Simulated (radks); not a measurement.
Task: The mean radii <r> (bohr) of the occupied orbitals of an atom or ion are listed with their occupations. Method: Dirac Kohn-Sham, PBE, spin-unpolarised, spherical densities, finite nucleus; Fermi nuclear charge, rms radius of each element as measured or else 0.836 A^(1/3) + 0.57 fm; computed with a radial shooting solver on a logarithmic mesh with Libxc functionals.

| orbital | occ. | <r> |
|---|---|---|
| 1s1/2 | 2 | 0.02842 |
| 2s1/2 | 2 | 0.1206 |
| 2p1/2 | 2 | 0.1018 |
| 2p3/2 | 4 | 0.1070 |
| 3s1/2 | 2 | 0.2956 |
| 3p1/2 | 2 | 0.2814 |
| 3p3/2 | 1 | 0.2894 |

Name the element and its charge. Open shells, if any, fill j = l - 1/2 first.

Result: Z = 51, antimony, charge +36: Sb36+ in [Ne] 3s2 3p3. The 1s radius gives Z: for a bare nucleus <r> = (2 gamma + 1)/(2Z) with gamma = sqrt(1 - (Z/c)^2), 0.028 bohr for Z = 51, and screening makes it slightly larger (0.02842 here). The occupations add up to 15, and the charge is Z minus that.
